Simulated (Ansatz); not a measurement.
Geometry optimisation, RKS r2SCAN-D4/def2-SVP (Ansatz).

The input (input.yaml):

```yaml
crystal:
  periodic: [false, false, false]
  atoms:
    - { symbol: B, position_ang: [0.077187, 0.433449, -0.423406] }
    - { symbol: O, position_ang: [-0.137688, -0.003024, 2.132629] }
    - { symbol: H, position_ang: [-1.095474, 0.043043, 2.26088] }
    - { symbol: F, position_ang: [1.11969, -0.31773, -0.764574] }
    - { symbol: C, position_ang: [-1.361672, 0.006135, -0.859811] }
    - { symbol: H, position_ang: [-1.515821, -1.084803, -0.811824] }
    - { symbol: H, position_ang: [-2.158473, 0.515485, -0.30392] }
    - { symbol: H, position_ang: [-1.49611, 0.285582, -1.922986] }
    - { symbol: H, position_ang: [0.34003, 1.489044, 0.083448] }
    - { symbol: H, position_ang: [0.07803, 0.913621, 1.839464] }
basis:
  gaussian: { orbitals: def2-SVP }
hamiltonian:
  xc: r2scan
  dispersion: d4
relax:
  f_tol: 0.03
  max_steps: 50
```

Command:

```bash
$ ansatz run input.yaml --threads 2 --pin off --max-ram 3072MiB --backend cpu --events-out ev --progress --plain --runs-dir out
```

Task: Where does it end, and by what steps?

Result: The run converged. The force dipped under the threshold on the way, but the program's further checks kept it going. After 49 steps the energy has fallen by 0.339 eV; H10 moved furthest, 1.55 Å. Joined: B1–O2 (2.60 → 1.78 Å).

| step | energy less start (eV) | largest force component (eV/Å) | accepted |
| --- | --- | --- | --- |
| 0 | 0.0000 | 0.782 | yes |
| 2 | -0.0383 | 1.137 | yes |
| 4 | -0.1164 | 2.114 | yes |
| 6 | -0.2345 | 0.351 | yes |
| 8 | -0.2557 | 0.091 | yes |
| 10 | -0.2590 | 0.102 | yes |
| 12 | -0.2602 | 0.203 | yes |
| 14 | -0.2715 | 0.160 | yes |
| 16 | -0.2820 | 0.349 | yes |
| 18 | -0.2992 | 0.058 | yes |
| 20 | -0.3005 | 0.546 | no |
| 22 | -0.3090 | 0.316 | yes |
| 24 | -0.3229 | 0.053 | yes |
| 26 | -0.3234 | 0.023 | yes |
| 28 | -0.3247 | 0.090 | yes |
| 30 | -0.3272 | 0.043 | yes |
| 32 | -0.3258 | 0.405 | no |
| 34 | -0.3307 | 0.034 | yes |
| 36 | -0.3268 | 0.214 | no |
| 38 | -0.3323 | 0.137 | yes |
| 40 | -0.3339 | 0.150 | yes |
| 42 | -0.3356 | 0.146 | yes |
| 44 | -0.3371 | 0.071 | yes |
| 46 | -0.3379 | 0.255 | yes |
| 48 | -0.3390 | 0.070 | yes |
| 49 | -0.3393 | 0.009 | yes |

```xyz
10
Properties=species:S:1:pos:R:3
B -0.194 0.703 -0.094
O -0.503 0.391 1.634
H 0.249 0.795 2.096
F 1.086 0.185 -0.185
C -1.332 -0.131 -0.814
H -1.256 -1.217 -0.621
H -2.347 0.202 -0.542
H -1.235 -0.003 -1.906
H -0.243 1.924 -0.078
H -0.376 -0.567 1.739
```

Whether the end is a true minimum wasn't checked by a vibrational analysis.

Time of the run: 85 s on 2 threads of Intel(R) Xeon(R) Platinum 8488C (Sapphire Rapids) (shared host), peak memory 0.18 GiB.
